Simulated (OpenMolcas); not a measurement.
**Nb: CASPT2 settings compared**

```
Program             : OpenMolcas
Basis               : ANO-RCC-VDZ [6s5p3d]
Scalar Hamiltonian  : X2C, point nucleus
Active space        : 5 electrons in 6 orbitals (4d 5s)
State averaging     : 2S+1 = 6 even, 6 roots; 2S+1 = 4 even, 50 roots kept (CI in the orbitals of an earlier block); 2S+1 = 2 even, 93 roots kept (CI in the orbitals of an earlier block)
Spin-orbit coupling : RASSI with atomic mean-field integrals over the reference wave functions, term energies averaged over their components
```

Methods on the same reference wave functions:
A. CASSCF
B. SS-CASPT2, IPEA 0.2 Eh, no level shift (closed shells correlated: 4s 4p)
C. SS-CASPT2, IPEA 0.2 Eh, real shift 0.25 Eh (closed shells correlated: none)
D. SS-CASPT2, IPEA 0.35 Eh, sigma2 regulariser 0.05 Eh (closed shells correlated: none)
E. MS-CASPT2, IPEA 0.2 Eh, no level shift (closed shells correlated: 4s 4p)
F. MS-CASPT2, IPEA 0.2 Eh, real shift 0.25 Eh (closed shells correlated: none)

Energies in cm-1 above 4d4 5s 6D 1/2, the measured ground level; measured values from NIST Handbook of Basic Atomic Spectroscopic Data.

```csv
Level,A,B,C,D,E,F,Measured
4d4 5s 6D 1/2,0.0,0.0,0.0,0.0,0.0,0.0,0.0
4d4 5s 6D 3/2,141,176,150,150,153,146,154
4d4 5s 6D 5/2,366,465,382,381,391,375,392
4d4 5s 6D 7/2,665,876,676,674,698,672,695
4d4 5s 6D 9/2 [62 %],1026,1405,1013,1009,1062,1025,1050
4d3 5s2 4F 3/2,9672,-218,2980,2780,-3110,2020,1143
4d3 5s2 4F 5/2,9966,36.5,3270,3080,-2760,2360,1587
4d3 5s2 4F 7/2,10351,323,3660,3470,-2280,2810,2154
4d4 5s 4P 1/2(1),10600,4450,7120,7280,2290,6790,
4d3 5s2 4F 9/2 [62 %],10799,603,4130,3940,-1707,3360,2805
4d4 5s 4P 3/2(1),11007,4830,7510,7670,2460,7070,
4d4 5s 4P 5/2(1),11691,5520,8200,8360,2840,7610,
4d4 5s 4D 1/2(1),14211,10850,10360,10240,10820,10340,
4d4 5s 4D 3/2(1) [72 %],14446,10530,10640,10510,10470,10610,
4d4 5s 4D 5/2(1),14775,11120,10980,10850,11060,10950,
4d4 5s 4H 7/2,14965,15460,14340,14410,15380,14330,
4d4 5s 4H 9/2 [65 %],15099,15530,14440,14510,15430,14430,
4d4 5s 4D 7/2(1),15186,11450,11390,11260,11400,11370,
4d4 5s 4H 11/2,15278,15710,14610,14680,15660,14600,
4d4 5s 4H 13/2,15509,16030,14860,14920,15990,14840,
4d5 6S 5/2,16542,16300,13920,13970,16260,13910,
4d4 5s 4G 5/2 [72 %],17172,16620,16260,16380,16720,16340,
4d4 5s 4G 7/2 [75 %],17324,16860,16520,16640,16990,16620,
4d4 5s 4G 11/2,17851,17270,16760,16890,17230,16750,
```

B puts 4d3 5s2 4F 3/2 lowest. E puts 4d3 5s2 4F 3/2 lowest.

Deviations, from unrounded energies. A percentage is the sum of absolute deviations over the sum of measured energies, with the sign that they share, or ± where signs differ.

```csv
Against measurement,Levels,A,B,C,D,E,F
mean absolute deviation (cm-1),8,4100,950,800,710,2200,370
fine structure of the ground term (%),4,-4.1,+27.5,-3.1,-3.4,±0.7,-3.2
other configurations (%),4,+430.5,-90.3,+82.6,+72.6,-228.1,+37.3
```

F lies closest to measurement on these levels and A furthest from it. The largest miss of F in the table is 4d3 5s2 4F 3/2, by +880 cm-1. The ranking rests on the paired levels alone, and a cruder setting can come out closer through cancelling errors.

Among B to F the level of the table that moves most is 4d3 5s2 4F 3/2, by 6100 cm-1 (lowest in E, highest in C). Moves below CASPT2's spread within the term are not significant.

The two smallest mean deviations differ by little beside CASPT2's spread within terms, so their order carries little weight.

From A to B the spin-free energies of the other terms of 4d4 5s shown, above 6D, scale by factors of 0.41 to 1.03.

The lowest spin-free term lies below A's lowest term by 0.130 hartree in B, 0.019 hartree in C, 0.018 hartree in D, 0.142 hartree in E, 0.019 hartree in F.

Term energies are means over components that CASPT2 splits; among the terms shown or strongly mixed into the levels shown the widest spread is 840 cm-1 (4d3 5s2 4F, E). Over all roots computed the reference weight is 0.89 to 0.95 in B, 0.89 to 0.95 in E; the roots of lowest weight are the least certain, and an intruder state may touch them. Terms from blocks run as CI alone lack orbitals of their own. Configurations are named by rounded mean occupations; where the s occupation lies near a half they are strongly mixed, a name can repeat and a true partner stay unpaired. A single d shell beside an s shell can misplace configurations of different d count against each other. The CASPT2 spread within a term exceeds the gap to the next term for 4d4 5s 4H and 4d4 5s 2H, 4d4 5s 2H and 4d5 6S, so the order of their levels is uncertain, and so are names and mixing where such terms share a J (figures for B; the like holds for D, E). Without dynamic correlation excited terms often stand tens of per cent too high (terms of higher spin than the ground term too low), and those without a measured partner can miss by more than the paired ones (holds for A). Some levels mix across a computed gap that differs much from the measured one, so their mixing is not that of the real levels (holds for B). The lowest computed level is not the ground level that NIST lists (6D1/2) (holds for B; E). Blocks of more than 70 roots (2S+1 = 2 even) ran without multistate coupling (holds for E; F). Computed and measured levels are paired by configuration, term and J; levels that our copy of the source lacks, or whose pairing is in doubt (as where it misses far off the trend of its configuration), stay unpaired and out of the deviations. Levels of configurations outside the active space are missing. The table leaves out levels that lie high or whose names do not pair safely across all columns.

A share in square brackets marks a mixed level and gives the weight of the term that names it, the lowest over the columns. A number in round brackets counts repeated terms of one configuration in the order of the reference energies.
